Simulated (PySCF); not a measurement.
# What an electron can do to Cu2

PBE0 in PySCF with def2-TZVPPD on every atom, for the lowest determinant that a PBE0 search found; no spin–orbit coupling.

```tsv
species	state (unpaired electrons)	Re (Å)	ωe (cm⁻¹)	energy of the minimum from the neutral (eV)	De (eV)	dissociates to
Cu2	singlet (closed shell)	2.282	245	0.00	1.78	Cu (3d10 4s1) + Cu (3d10 4s1)
Cu₂⁺	doublet (σ ↑)	2.456	173	7.70	1.85	Cu⁺ (3d10) + Cu (3d10 4s1)
```

**Question.** Work out the lowest energy to break Cu2 into atoms, from its vibrational ground state.

**Answer.** D0 = De − ωe/2 = 1.78 − 0.02 = 1.76 eV (PBE0/def2-TZVPPD).

**Question.** Work out the ionisation energy of the Cu atom at this level and the threshold of dissociative ionisation.

**Answer.** IE(Cu) = 7.70 + 1.85 − 1.78 = 7.77 eV, so Cu⁺ (3d10) + Cu (3d10 4s1) + e⁻ appears at D0 + IE(Cu) = 9.53 eV (PBE0/def2-TZVPPD). The measured IE(Cu) is 7.726 eV (NIST ASD).

These are thermodynamic thresholds; the onsets seen under electron impact lie higher where the geometry changes, and cross-sections peak well above them.

Closed-shell solutions of metal pairs were not tested for spin polarisation, which can lower them a little.
